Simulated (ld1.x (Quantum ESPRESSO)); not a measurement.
The numbers below are computed, except where a source is named.
## Hardness and transferability of assorted potentials

Generated with ld1.x 7.5 (TM, RRKJ, ultrasoft, PAW), atompaw 4.2 or ONCVPSP 4.0.1. The cutoff is in Ry: for ld1.x and atompaw files where the sum of valence levels is converged to 10 mRy in a Bessel basis, for ONCV files where the hardest occupied wave has 1 mHa per electron of residual kinetic energy. The error is the largest all-electron minus pseudo excitation energy over each file’s own four to seven test configurations (ionisations up to +4, promotions, holes and added fractions of an electron), all of which were solved. The labels leave out finer settings (local radius, basis sizes, second energies), which also bear on the numbers. Spin-polarised tests are not counted. The rows are a selection from randomly drawn settings: files with unsolved tests, undetermined cutoffs or missed reference levels are left out.

A true bound ghost makes a file unfit for plane-wave use even where its test errors are small: the radial tests pick states by their node count and pass the ghost by.

```csv
element,potential,cutoff (Ry),largest error (meV),bound ghosts
O,"TM, PBE, non-relativistic, rc 0.80/1.20 (sp), local s, core correction no, reference 2s2 2p3.5",100,+1055,none
Cr,"TM semilocal, PBE, scalar-relativistic, rc 2.30/4.15/1.15 (spd), local p, core correction no, reference 3d5 4s1 4p0",140,+113,none
Br,"TM, PBE, scalar-relativistic, rc 1.55/1.50 (sp), local smoothed, core correction yes, reference 4s2 4p4",45,+20,d
Ru,"ultrasoft, PBEsol, scalar-relativistic, rc 3.00/3.70/2.05 (spd), local smoothed, core correction no, reference 4d7.5 5s0.5 5p0",25,+62,none
Os,"TM, LDA (PZ), scalar-relativistic, rc 1.25/1.95/1.90 (spd), local smoothed, core correction yes, reference 5s2 5p6 5d6 6s0 6p0",100,+4004,none
```

(1) Fill in the row for Ba: TM, PBE, fully relativistic, rc 3.25/4.15/5.58 (spd), local smoothed, core correction yes, reference 5d0 6s0.5 6p0.

(2) Fill in the row for Re: TM, Wu–Cohen, scalar-relativistic, rc 2.55/2.70/1.70 (spd), local d, core correction no, reference 5d5 6s1.75 6p0.

Results:

(1) cutoff 6 Ry, largest error +79 meV, bound ghosts: s.

(2) cutoff 35 Ry, largest error -26 meV, bound ghosts: s, p.
